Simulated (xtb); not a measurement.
H3B3Cl3N3 (SMILES ClB1NB(Cl)NB(Cl)N1), singlet, from a rough starting geometry; GFN2-xTB (xtb).

Here is a job for xtb.
```
$ xtb mol.xyz --gfn 2 --opt vtight --json

# file mol.xyz
12

Cl    -1.62031386    -2.61340488    -0.76920901
B     -0.75706429    -1.19542770    -0.36786419
N     -1.37221506     0.10207195    -0.17368387
B     -0.68071826     1.21676163     0.18888777
Cl    -1.49336910     2.70255415     0.50459231
N      0.71164628     1.14367885     0.32574256
B      1.45353296    -0.06244124     0.13101236
Cl     3.08227895    -0.21374195     0.30474387
N      0.65071432    -1.23286307    -0.20155291
H     -2.33218545     0.10649241    -0.13917695
H      1.26196642     1.95373214     0.69396527
H      1.12666241    -2.09541164    -0.42005010
```

### Question
Write the output that xtb gives for this input, abridged.

### Answer

```
   ID    Z sym.   atoms
    1   17 Cl     1, 5, 8
    2    5 B      2, 4, 7
    3    7 N      3, 6, 9
    4    1 H      10-12

           -------------------------------------------------
          |                Calculation Setup                |
           -------------------------------------------------

           -------------------------------------------------
          |                 G F N 2 - x T B                 |
           -------------------------------------------------

          ...................................................
          :                      SETUP                      :
          :.................................................:
          :  # basis functions                  57          :
          :  # atomic orbitals                  54          :
          :  # shells                           24          :
          :  # electrons                        48          :
          :  max. iterations                   250          :
          :  Hamiltonian                  GFN2-xTB          :
          :  restarted?                      false          :
          :  GBSA solvation                  false          :
          :  PC potential                    false          :
          :  electronic temp.          300.0000000     K    :
          :  accuracy                    1.0000000          :
          :  -> integral cutoff          0.2500000E+02      :
          :  -> integral neglect         0.1000000E-07      :
          :  -> SCF convergence          0.1000000E-05 Eh   :
          :  -> wf. convergence          0.1000000E-03 e    :
          :  Broyden damping             0.4000000          :
          :  net charge                          0          :
          :  unpaired electrons                  0          :
          ...................................................

 iter      E             dE          RMSdq      gap      omega  full diag
   1    -27.9000244 -0.279000E+02  0.920E+00    6.51       0.0  T
   2    -28.1151712 -0.215147E+00  0.587E+00    4.86       1.0  T
   3    -28.1179940 -0.282280E-02  0.244E+00    5.70       1.0  T
   4    -28.1398787 -0.218847E-01  0.825E-01    5.08       1.0  T
   5    -28.1457372 -0.585847E-02  0.452E-01    5.39       1.0  T
   6    -28.1461059 -0.368729E-03  0.202E-01    5.30       1.0  T
   7    -28.1462540 -0.148041E-03  0.148E-01    5.32       1.0  T
   8    -28.1462672 -0.132149E-04  0.109E-01    5.33       1.0  T
[...]
         :: total energy             -27.948921908846 Eh    ::
 * total energy  :   -27.9489219 Eh     change       -0.1931255E-10 Eh
 * total energy  :   -27.9573482 Eh     change       -0.8426300E-02 Eh
 * total energy  :   -27.9594148 Eh     change       -0.2066608E-02 Eh
 * total energy  :   -27.9597847 Eh     change       -0.3699324E-03 Eh
 * total energy  :   -27.9599215 Eh     change       -0.1367867E-03 Eh
 * total energy  :   -27.9599454 Eh     change       -0.2388597E-04 Eh
 * total energy  :   -27.9599515 Eh     change       -0.6080973E-05 Eh
 * total energy  :   -27.9599526 Eh     change       -0.1093074E-05 Eh
 * total energy  :   -27.9599527 Eh     change       -0.1020142E-06 Eh
 * total energy  :   -27.9599527 Eh     change       -0.3576732E-07 Eh
   *** GEOMETRY OPTIMIZATION CONVERGED AFTER 10 ITERATIONS ***
         :: total energy             -27.959952734585 Eh    ::
[...]
     8  17 Cl       0.849    -0.270   107.674    15.874
     9   7 N        2.568    -0.319    28.239     7.892
    10   1 H        0.860     0.201     1.100     1.643
    11   1 H        0.860     0.201     1.100     1.643
    12   1 H        0.860     0.201     1.100     1.643

 Mol. C6AA /au·bohr⁶  :       3906.745954
 Mol. C8AA /au·bohr⁸  :     132889.930252
 Mol. α(0) /au        :         97.666551

Wiberg/Mayer (AO) data.
largest (>0.10) Wiberg bond orders for each atom

 ---------------------------------------------------------------------------
     #   Z sym  total        # sym  WBO       # sym  WBO       # sym  WBO
 ---------------------------------------------------------------------------
     1  17 Cl   1.114 --     2 B    1.009
     2   5 B    3.462 --     3 N    1.190     9 N    1.190     1 Cl   1.009
     3   7 N    3.472 --     2 B    1.190     4 B    1.190    10 H    0.935
     4   5 B    3.462 --     6 N    1.190     3 N    1.190     5 Cl   1.009
     5  17 Cl   1.114 --     4 B    1.009
     6   7 N    3.472 --     4 B    1.190     7 B    1.190    11 H    0.935
     7   5 B    3.462 --     9 N    1.190     6 N    1.190     8 Cl   1.009
     8  17 Cl   1.114 --     7 B    1.009
     9   7 N    3.472 --     7 B    1.190     2 B    1.190    12 H    0.935
    10   1 H    0.959 --     3 N    0.935
    11   1 H    0.959 --     6 N    0.935
    12   1 H    0.959 --     9 N    0.935
 ---------------------------------------------------------------------------

Topologies differ in total number of bonds
Writing topology from bond orders to xtbtopo.mol

molecular dipole:
                 x           y           z       tot (Debye)
 q only:        0.000       0.000       0.000
   full:        0.000       0.000       0.000       0.000
molecular quadrupole (traceless):
                xx          xy          yy          xz          yz          zz
 q only:       -3.491       0.258      -3.002      -1.064      -2.466       6.492
  q+dip:       -4.488       0.333      -3.858      -1.367      -3.170       8.346
   full:       -5.075       0.377      -4.362      -1.546      -3.585       9.437

optimized geometry written to: xtbopt.xyz

           -------------------------------------------------
          | TOTAL ENERGY              -27.959952734585 Eh   |
          | GRADIENT NORM               0.000057865143 Eh/α |
          | HOMO-LUMO GAP               5.393695744349 eV   |
           -------------------------------------------------
```
